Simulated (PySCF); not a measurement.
A PySCF script (with the pyscf-properties extension) for the NMR shieldings of SMILES C#C[SiH2][SiH2]BC=C, C4H9BSi2, on a GFN2-xTB geometry:

```python
import basis_set_exchange as bse
import numpy as np
from pyscf import gto, dft
from pyscf.prop import nmr

atoms = """
C     1.418596    0.368426    2.749482
C     1.819489    0.026281    1.668261
Si    2.351119   -0.527646   -0.016459
Si    0.457444   -1.269238   -1.170722
B    -0.800324    0.205740   -1.309522
C    -1.716635    0.547025   -0.116616
C    -2.880361    1.192349   -0.227824
H     1.084298    0.671842    3.700656
H     3.009354    0.640226   -0.623438
H     3.391938   -1.538973    0.211581
H     0.948083   -1.853698   -2.436580
H    -0.014762   -2.456609   -0.429446
H    -0.852963    0.894471   -2.260510
H    -1.448452    0.194399    0.876474
H    -3.229918    1.557400   -1.181301
H    -3.544504    1.356951    0.607896
"""
names = dict.fromkeys(["C", "Si", "B", "H"], "pcSseg-1")
basis = {el: gto.basis.parse(bse.get_basis(n, elements=[el], fmt="nwchem")) for el, n in names.items()}
mol = gto.M(atom=atoms, basis=basis, charge=0, verbose=0)
mf = dft.RKS(mol, xc="PBE0")
mf.grids.level = 2
mf.grids.alignment = dft.numint.BLKSIZE   # the property module wants whole blocks of grid points
mf.conv_tol = 1e-9
mf.kernel()

calc = nmr.RKS(mf)   # GIAO
C = mf.mo_coeff
Co = C[:, mf.mo_occ > 0]
resp = mf.gen_response(singlet=True, hermi=2)
def vind(x):   # induced exchange potential for any number of trial vectors
    d = np.einsum("pi,xij,qj->xpq", C, 2 * x.reshape(-1, C.shape[1], Co.shape[1]), Co, optimize=True)
    return np.einsum("xpq,pi,qj->xij", resp(d - d.transpose(0, 2, 1)), C, Co, optimize=True).ravel()
mo1, _ = nmr.rhf.solve_mo1(calc, with_cphf=vind)
sigma = calc.kernel(mo1)
for i, s in enumerate(sigma):   # ppm
    print("%2d %-2s %9.2f" % (i, mol.atom_pure_symbol(i), np.trace(s) / 3))
```

Question: What does it print?

Answer: 
```
 0 C      80.31
 1 C     100.32
 2 Si    448.64
 3 Si    466.67
 4 B       7.00
 5 C      28.27
 6 C      36.76
 7 H      29.72
 8 H      27.39
 9 H      27.24
10 H      28.14
11 H      27.99
12 H      22.68
13 H      23.60
14 H      25.40
15 H      24.96
```

These numbers come from an equivalent density-fitted implementation of the same equations, which agrees with the script to about 0.01 ppm for H and up to a few tenths of a ppm for heavy atoms, so last digits may differ.

Size and cost of the density-fitted run: 178 basis functions, 21 s wall time on 1 thread of an AMD EPYC 9B45, shared host; peak memory 0.82 GiB.
